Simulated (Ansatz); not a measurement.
Compare A (`C#CBO`) with its isomer B (`OC1=CB1`).

Isolated molecules relaxed with PBE0-D4/def2-TZVP in Ansatz; ΔE leaves out vibrations. CBS: MP2 limit from def2 TZ/QZ plus the TZ coupled-cluster correction, frozen cores. Functionals use def2-TZVPP. One conformer a species, not always the lowest.

Task: Which isomer does CCSD(T)/CBS put lower? Give the gap. (An estimate is asked.)

Result: The calculation gave: A, by 35.4 kcal/mol.

Task: Give E(B) − E(A) in kcal/mol with HF/def2-TZVPP, CCSD(T)/def2-TZVPP, r2SCAN-D4, PBE0-D4, MP2/def2-TZVPP, BLYP-D4, LDA (SPW92). (Estimate.)

Result: Computed: HF/def2-TZVPP 35.5, CCSD(T)/def2-TZVPP 35.4, r2SCAN-D4 28.6, PBE0-D4 25.5, MP2/def2-TZVPP 35.7, BLYP-D4 34.5, LDA (SPW92) 22.0. None reverses the order clearly.

Task: Does the order hold for the free energy at 298.15 K (harmonic terms from PBE0-D4)? (Estimate.)

Result: Ansatz gave: Yes: G(B) − G(A) = +36.6 kcal/mol, for one conformer each.

Largest T1 diagnostic: 0.015.

From BLYP to BHLYP (50 % exact exchange), in def2-TZVPP and without D4, E(B) − E(A) moves by −2.2 kcal/mol. At CCSD(T), def2-SVP lies −1.2 kcal/mol from the extrapolated value and def2-TZVPP +0.1 kcal/mol.
